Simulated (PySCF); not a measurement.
A GIAO shielding run with PySCF 2.14.0 with density-fitted response routines (density fitting, non-relativistic, gas phase) on `C=C/N=C\[C@@H]([SiH3])C(F)(F)F`, C$_{5}$H$_{8}$F$_{3}$NSi:

```
$ OMP_NUM_THREADS=1 python probes_run.py task.json out

{"job": {"kind": "nmr", "xc": "PBE0", "basis": "pcSseg-1"}, "charge": 0, "multiplicity": 1}
C      2.646288     0.052064    -0.738027
C      2.334195    -0.491358     0.433593
N      1.266940    -1.313923     0.684834
C      0.046062    -1.043649     0.596482
C     -0.583125     0.273645     0.261261
Si    -1.370718     0.214259    -1.500041
C     -1.675666     0.571716     1.245414
F     -2.212769     1.791362     1.060164
F     -1.266679     0.543822     2.526156
F     -2.697475    -0.299918     1.162124
H      2.007829    -0.058810    -1.597878
H      3.577777     0.568169    -0.881660
H      3.012404    -0.434826     1.276667
H     -0.649270    -1.850758     0.806841
H      0.158583     1.073268     0.333439
H     -1.995396    -1.097350    -1.641244
H     -2.344991     1.293703    -1.606729
H     -0.262749     0.394905    -2.433054
```

Hardware: 1 thread of an Intel Xeon, shared host. The job also computes population analyses, field gradients.

**Question.** How large is the calculation?

**Answer.** 86 electrons, 217 basis functions and 1143 auxiliary functions.

**Question.** How long does it take, and how much memory does it need?

**Answer.** 2.1 min of wall time, with 14 SCF cycles and 5 response iterations; peak memory 0.88 GiB. Times on a shared host scatter by some tens of per cent.
